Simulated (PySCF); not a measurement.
C3H9BO3, singlet, at a GFN2-xTB geometry; PySCF with DF-PBE0/def2-SV(P).

Input for PySCF:
```python
from pyscf import gto, scf, dft

mol = gto.M(
    atom='''
B    -0.00227492   -0.00958623    0.00215028
O     0.84032955    0.90906200    0.55714382
C     0.78727063    2.26912165    0.18676269
H    -0.14876939    2.72141152    0.52248313
H     1.63093697    2.76393147    0.66838089
H     0.85704070    2.38012666   -0.89715821
O     0.07925083   -1.31832532    0.38407448
C     1.01318219   -1.73635226    1.35509872
H     0.76270884   -1.31788518    2.33262732
H     0.96568486   -2.82484417    1.39499728
H     2.02158757   -1.41486489    1.08753294
O    -0.91074400    0.38583612   -0.93020591
C    -1.80540290   -0.51232238   -1.55099325
H    -1.69823125   -1.51781701   -1.14459220
H    -2.82310458   -0.15245611   -1.38495399
H    -1.59746993   -0.52493561   -2.62337675
''',
    basis='def2-sv(p)',
    verbose=4,
)

mf = dft.RKS(mol)
mf.xc = 'pbe0'
mf.diis_space = 4
mf = mf.density_fit(auxbasis='def2-universal-jkfit')
mf.kernel()
```

It wrote (shortened):

```
PySCF version 2.14.0

[INPUT] verbose = 4
[INPUT] num. atoms = 16
[INPUT] num. electrons = 56
[INPUT] charge = 0
[INPUT] spin (= nelec alpha-beta = 2S) = 0
[INPUT] symmetry False subgroup None
[INPUT] Mole.unit = angstrom
[INPUT] Symbol           X                Y                Z      unit          X                Y                Z       unit  Magmom
[...]
nuclear repulsion = 317.920905212917
number of shells = 60
number of NR pGTOs = 204
number of NR cGTOs = 116
basis = def2-sv(p)
ecp = {}

******** <class 'pyscf.df.df_jk.DFRKS'> ********
method = DFRKS
initial guess = minao
damping factor = 0
level_shift factor = 0
DIIS = <class 'pyscf.scf.diis.CDIIS'>
diis_start_cycle = 1
diis_space = 4
diis_damp = 0
SCF conv_tol = 1e-09
SCF conv_tol_grad = None
SCF max_cycles = 50
direct_scf = False
XC library pyscf.dft.libxc version 7.1.2
    S. Lehtola, C. Steigemann, M. J. T. Oliveira, and M. A. L. Marques,  SoftwareX 7, 1–5 (2018)
XC functionals = pbe0
    C. Adamo and V. Barone,  J. Chem. Phys. 110, 6158 (1999)
    M. Ernzerhof and G. E. Scuseria,  J. Chem. Phys. 110, 5029 (1999)
radial grids:
    Treutler-Ahlrichs [JCP 102, 346 (1995); DOI:10.1063/1.469408] (M4) radial grids

becke partition: Becke, JCP 88, 2547 (1988); DOI:10.1063/1.454033
pruning grids: <function nwchem_prune>
grids dens level: 3
symmetrized grids: False
atomic radii adjust function: <function treutler_atomic_radii_adjust>
small_rho_cutoff = 0
Set gradient conv threshold to 3.16228e-05
Initial guess from minao.
tot grids = 186920
******** <class 'pyscf.df.df.DF'> ********
auxbasis = def2-universal-jkfit
init E= -370.392730780389
[...]
cycle= 1 E= -369.52805510567  delta_E= 0.865  |g|= 0.854  |ddm|= 3.86
[...]
cycle= 2 E= -369.422465484659  delta_E= 0.106  |g|= 1.15  |ddm|= 1.53
[...]
cycle= 3 E= -369.664469052373  delta_E= -0.242  |g|= 0.0496  |ddm|= 0.897
[...]
cycle= 4 E= -369.664899435054  delta_E= -0.00043  |g|= 0.0184  |ddm|= 0.0485
[...]
cycle= 5 E= -369.664981106196  delta_E= -8.17e-05  |g|= 0.00527  |ddm|= 0.02
[...]
cycle= 6 E= -369.664987074672  delta_E= -5.97e-06  |g|= 0.000944  |ddm|= 0.00454
[...]
cycle= 7 E= -369.664987195411  delta_E= -1.21e-07  |g|= 0.000613  |ddm|= 0.00123
[...]
cycle= 8 E= -369.664987252441  delta_E= -5.7e-08  |g|= 0.000249  |ddm|= 0.000533
[...]
cycle= 9 E= -369.664987263919  delta_E= -1.15e-08  |g|= 4.77e-05  |ddm|= 0.000209
[...]
cycle= 10 E= -369.664987264303  delta_E= -3.83e-10  |g|= 1.48e-05  |ddm|= 4.21e-05
[...]
Extra cycle  E= -369.664987264278  delta_E= 2.48e-11  |g|= 1.96e-05  |ddm|= 2.48e-05
converged SCF energy = -369.664987264278
```
